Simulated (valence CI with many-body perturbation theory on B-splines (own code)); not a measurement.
## Forbidden lines of Ta LII

Computed by configuration interaction combined with many-body perturbation theory (CI+MBPT): four valence electrons over a frozen Dirac-Fock core [Ar], a basis of 9 s, 9 p, 10 d, 8 f, 5 g, 3 h, 1 i functions for each j, with the one-electron correlation potential Σ1, the two-electron term Σ2, the three-electron term Σ3, Breit, model QED; selected CI, second order for the rest (own B-spline code, finite nucleus).

The last digits are not significant, and no measured levels were compared; by estimate large intervals hold to a few tenths of a per cent, small ones and those within an open d or f shell to about a per cent. The list stops below the first excitations out of the core. Only levels of the ground parity were solved; by the run's estimate the other parity begins above the list, which can be wrong where configurations are misplaced.

Lines 51 to 92 of 92 in falling wavelength, among levels below 236.15 eV, chosen from the decays that carry over 1 % of a level's rate. Wavelengths and rates use the calculated energies. Electric multipoles are in the length gauge, E1 and E2 with the static RPA response of the core. S is in atomic units (e²a₀⁴ for E2 and M2, e²a₀⁶ for E3), for M1 in squared Bohr magnetons. Weak lines are less certain than strong ones. Lines between different terms over intervals too small for the method are left out, as are lines whose strength nearly cancels. The highest levels of a list are the least certain.

Levels are named by their leading jj configuration (3d3/2^4 stands for four electrons in 3d with j = 3/2), which in mixed levels can hold well under half, so a name can repeat and another be missing. Letters in brackets count levels of one name in rising energy.

```
λ vac (nm)                      Upper                      Lower  Type   A (s⁻¹)  S (a.u.)
     17.73    (3d3/2 3d5/2^3) J=3 [b]  (3d3/2^2 3d5/2^2) J=2 [b]    M1  6.79e+05  9.82e-01
     17.70        (3d3/2 3d5/2^3) J=5      (3d3/2^2 3d5/2^2) J=5    M1  8.95e+05  2.02e+00
     17.68  (3d3/2^2 3d5/2^2) J=3 [b]        (3d3/2^3 3d5/2) J=2    M1  5.71e+04  8.19e-02
     17.66        (3d3/2 3d5/2^3) J=2  (3d3/2^2 3d5/2^2) J=3 [b]    M1  1.56e+06  1.60e+00
     17.55        (3d3/2 3d5/2^3) J=6      (3d3/2^2 3d5/2^2) J=5    M1  1.46e+06  3.80e+00
     17.26    (3d3/2 3d5/2^3) J=3 [b]  (3d3/2^2 3d5/2^2) J=4 [b]    M1  5.28e+05  7.05e-01
     17.21    (3d3/2 3d5/2^3) J=3 [a]  (3d3/2^2 3d5/2^2) J=2 [a]    M1  3.75e+06  4.96e+00
     17.18    (3d3/2 3d5/2^3) J=3 [b]  (3d3/2^2 3d5/2^2) J=3 [b]    M1  1.51e+06  1.99e+00
     17.14  (3d3/2^2 3d5/2^2) J=2 [b]        (3d3/2^3 3d5/2) J=2    M1  6.47e+05  6.04e-01
     17.13    (3d3/2 3d5/2^3) J=3 [c]  (3d3/2^2 3d5/2^2) J=2 [c]    M1  1.04e+06  1.36e+00
     17.01    (3d3/2 3d5/2^3) J=1 [b]  (3d3/2^2 3d5/2^2) J=2 [c]    M1  1.44e+06  7.88e-01
     16.97  (3d3/2^2 3d5/2^2) J=3 [b]        (3d3/2^3 3d5/2) J=4    M1  1.46e+06  1.85e+00
     16.90        (3d3/2 3d5/2^3) J=2      (3d3/2^2 3d5/2^2) J=1    M1  6.54e+05  5.85e-01
     16.90  (3d3/2^2 3d5/2^2) J=4 [b]        (3d3/2^3 3d5/2) J=4    M1  9.76e+03  1.57e-02
     16.68        (3d3/2^3 3d5/2) J=2              (3d3/2^4) J=0    E2  5.56e+02  3.21e-04
     16.38        (3d3/2 3d5/2^3) J=5  (3d3/2^2 3d5/2^2) J=4 [a]    M1  5.52e+05  9.90e-01
     16.08    (3d3/2 3d5/2^3) J=1 [a]  (3d3/2^2 3d5/2^2) J=2 [a]    M1  3.33e+06  1.54e+00
     15.94    (3d3/2 3d5/2^3) J=1 [a]  (3d3/2^2 3d5/2^2) J=0 [a]    M1  3.02e+06  1.36e+00
     15.24  (3d3/2^2 3d5/2^2) J=2 [c]        (3d3/2^3 3d5/2) J=3    M1  2.67e+06  1.75e+00
     15.12        (3d3/2 3d5/2^3) J=2  (3d3/2^2 3d5/2^2) J=3 [a]    M1  1.43e+06  9.18e-01
     14.87        (3d3/2 3d5/2^3) J=0      (3d3/2^2 3d5/2^2) J=1    M1  2.81e+06  3.43e-01
     14.77    (3d3/2 3d5/2^3) J=3 [b]  (3d3/2^2 3d5/2^2) J=3 [a]    M1  3.66e+05  3.06e-01
     14.63  (3d3/2^2 3d5/2^2) J=2 [c]        (3d3/2^3 3d5/2) J=2    M1  8.27e+05  4.80e-01
     14.54    (3d3/2 3d5/2^3) J=1 [b]  (3d3/2^2 3d5/2^2) J=2 [b]    M1  9.89e+04  3.38e-02
     14.42    (3d3/2 3d5/2^3) J=3 [b]  (3d3/2^2 3d5/2^2) J=4 [a]    M1  4.81e+05  3.75e-01
     14.32  (3d3/2^2 3d5/2^2) J=4 [c]        (3d3/2^3 3d5/2) J=3    M1  9.20e+05  9.00e-01
     14.31    (3d3/2 3d5/2^3) J=3 [c]  (3d3/2^2 3d5/2^2) J=4 [b]    M1  1.64e+05  1.25e-01
     14.25  (3d3/2^2 3d5/2^2) J=2 [b]        (3d3/2^3 3d5/2) J=1    M1  1.46e+05  7.84e-02
     14.15    (3d3/2 3d5/2^3) J=4 [b]  (3d3/2^2 3d5/2^2) J=3 [b]    M1  1.06e+06  1.01e+00
     14.08    (3d3/2 3d5/2^3) J=3 [b]  (3d3/2^2 3d5/2^2) J=2 [a]    M1  1.16e+05  8.37e-02
     13.68    (3d3/2 3d5/2^3) J=1 [b]      (3d3/2^2 3d5/2^2) J=1    M1  7.84e+05  2.23e-01
     12.94    (3d3/2 3d5/2^3) J=4 [b]      (3d3/2^2 3d5/2^2) J=5    M1  1.32e+06  9.57e-01
     12.55    (3d3/2 3d5/2^3) J=3 [c]  (3d3/2^2 3d5/2^2) J=3 [a]    M1  2.35e+05  1.21e-01
     12.53  (3d3/2^2 3d5/2^2) J=2 [d]        (3d3/2^3 3d5/2) J=3    M1  2.54e+04  9.26e-03
     12.47    (3d3/2 3d5/2^3) J=4 [b]  (3d3/2^2 3d5/2^2) J=3 [a]    M1  1.09e+05  7.08e-02
     12.22    (3d3/2 3d5/2^3) J=4 [b]  (3d3/2^2 3d5/2^2) J=4 [a]    M1  2.58e+05  1.57e-01
     12.12  (3d3/2^2 3d5/2^2) J=2 [d]        (3d3/2^3 3d5/2) J=2    M1  1.30e+05  4.30e-02
     11.99    (3d3/2 3d5/2^3) J=1 [b]  (3d3/2^2 3d5/2^2) J=2 [a]    M1  9.08e+05  1.74e-01
     11.91    (3d3/2 3d5/2^3) J=1 [b]  (3d3/2^2 3d5/2^2) J=0 [a]    M1  3.16e+05  5.94e-02
     10.60  (3d3/2^2 3d5/2^2) J=2 [d]        (3d3/2^3 3d5/2) J=1    M1  2.57e+03  5.68e-04
     9.375  (3d3/2^2 3d5/2^2) J=0 [b]        (3d3/2^3 3d5/2) J=1    M1  8.35e+05  2.55e-02
     7.515        (3d3/2 3d5/2^3) J=0        (3d3/2^3 3d5/2) J=1    M1  4.71e+04  7.40e-04
```
